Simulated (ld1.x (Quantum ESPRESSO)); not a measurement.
**Ge, ultrasoft: configuration errors across variants**

ld1.x (Quantum ESPRESSO) 7.5 input, shortened:

```
&input
   title='Ge', zed=32., rel=1, dft='PBE', iswitch=3,
   config='[Ar] 3d10 4s2 4p2'
 /
 &inputp
   pseudotype=3, tm=.true., lloc=-2, rcloc=2.25,
   nlcc=.true., new_core_ps=.true.,
   which_augfun='PSQ', rmatch_augfun=1.45
 /
4
4S  1  0   2.00   0.00  1.40  1.70  0.0
4S  1  0   0.00  -0.55  1.40  1.70  0.0
4P  2  1   2.00   0.00  2.30  2.45  0.0
4P  2  1   0.00   0.45  2.30  2.45  0.0
 &test
   configts(1)='4s2 4p2'
 /
```

All-electron excitation energies from the reference (eV): (1) 4s2 4p1 7.444; (2) 4s2 4p0 22.883; (3) 4s1 4p0 57.674; (4) 4s2 4p1.5 2.802; (5) 4s2 4p2.3 -0.884; (6) 4s1 4p2 16.160; (7) 4s1 4p3 7.972.

The default core radius of the base comes out at 1.38 bohr.

1 further variants failed, have other tests or too few solved ones, and are left out.

Errors AE − PS in meV (a dash: test not solved or not reliable):

| change | (1) | (2) | (3) | (4) | (5) | (6) | (7) | bound ghosts |
| --- | --- | --- | --- | --- | --- | --- | --- | --- |
| base | -6.6 | -53 | -306 | -1.3 | -0.1 | -33 | -13 | none |
| type RRKJ; waves now 4p (bound): rc 2.45 bohr; 4s (bound): rc 1.70 bohr; local potential the s channel; rho0 0.001 | -5.3 | -39 | -241 | -1.1 | 0.0 | -32 | -15 | none |
| waves 4p (bound): rcut 1.62, rcutus 1.72 bohr; 4p channel at 0.45 Ry: rcut 1.62, rcutus 1.72 bohr | -7.1 | -58 | -321 | -1.3 | -0.1 | -32 | -11 | none |
| local potential all-electron potential smoothed inside 1.98 bohr (lloc = -2) | -6.6 | -53 | -310 | -1.3 | -0.1 | -34 | -13 | none |
| wave 4p channel at 0.45 Ry: rcut 2.30, rcutus 2.45 bohr becomes 4p channel at 0.77 Ry: rcut 2.30, rcutus 2.45 bohr | -6.6 | -53 | -306 | -1.3 | -0.1 | -33 | -13 | none |
| core correction Bessel-smoothed model core inside 1.36 bohr | -6.6 | -53 | -307 | -1.3 | -0.1 | -33 | -13 | none |

Problem. Give the same row for: local potential all-electron potential smoothed inside 1.70 bohr (lloc = -1).

Solution. -6.6, -53, -310, -1.3, -0.1, -33, -13; bound ghosts: none.
